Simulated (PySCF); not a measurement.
**4-mercaptophenol (C1=C(S)C=CC(O)=C1, C$_{6}$H$_{6}$OS)**

Molfile (atoms numbered from 1):
```
C6H6OS
     RDKit          3D

 14 14  0  0  0  0  0  0  0  0999 V2000
   -2.6009    0.7568    0.0301 O   0  0  0  0  0  0  0  0  0  0  0  0
   -1.2945    0.4135    0.0423 C   0  0  0  0  0  0  0  0  0  0  0  0
   -0.8569   -0.9132    0.0787 C   0  0  0  0  0  0  0  0  0  0  0  0
    0.5029   -1.2095    0.0898 C   0  0  0  0  0  0  0  0  0  0  0  0
    1.4561   -0.1865    0.0647 C   0  0  0  0  0  0  0  0  0  0  0  0
    3.1667   -0.6411    0.0807 S   0  0  0  0  0  0  0  0  0  0  0  0
    1.0122    1.1412    0.0281 C   0  0  0  0  0  0  0  0  0  0  0  0
   -0.3450    1.4388    0.0171 C   0  0  0  0  0  0  0  0  0  0  0  0
   -3.1395   -0.0409    0.0501 H   0  0  0  0  0  0  0  0  0  0  0  0
   -1.5872   -1.7281    0.0987 H   0  0  0  0  0  0  0  0  0  0  0  0
    0.8227   -2.2541    0.1185 H   0  0  0  0  0  0  0  0  0  0  0  0
    3.6610    0.6128    0.0499 H   0  0  0  0  0  0  0  0  0  0  0  0
    1.7351    1.9604    0.0078 H   0  0  0  0  0  0  0  0  0  0  0  0
   -0.6906    2.4738   -0.0114 H   0  0  0  0  0  0  0  0  0  0  0  0
  1  2  1  0
  2  3  1  0
  3  4  2  0
  4  5  1  0
  5  6  1  0
  5  7  2  0
  7  8  1  0
  8  2  2  0
  1  9  1  0
  3 10  1  0
  4 11  1  0
  6 12  1  0
  7 13  1  0
  8 14  1  0
M  END
```

Method: quadratic response CAM-B3LYP/aug-cc-pVDZ first hyperpolarisability, Taylor convention, gas phase (PySCF). Geometry: PBE0-D3(BJ)/def2-SVP.

(1) Give the tensor of the second harmonic β(−2ω;ω,ω) at 1064 nm in the axes of these coordinates.

Results:

(1) In au, Taylor convention; rows are the first index (the induced dipole):
|  | xx | yy | zz | xy | xz | yz |
| --- | --- | --- | --- | --- | --- | --- |
| x | -69.3 | +1.2 | -119.4 | +50.0 | -0.9 | -3.1 |
| y | +50.1 | -4.5 | +32.5 | +5.8 | -3.1 | +1.7 |
| z | -0.9 | +1.7 | -3.2 | -3.1 | -113.7 | +29.2 |

Norm of βᵢ = ⅓ Σⱼ (βᵢⱼⱼ + βⱼᵢⱼ + βⱼⱼᵢ): 195.9 au, hyper-Rayleigh value 91.1 au.
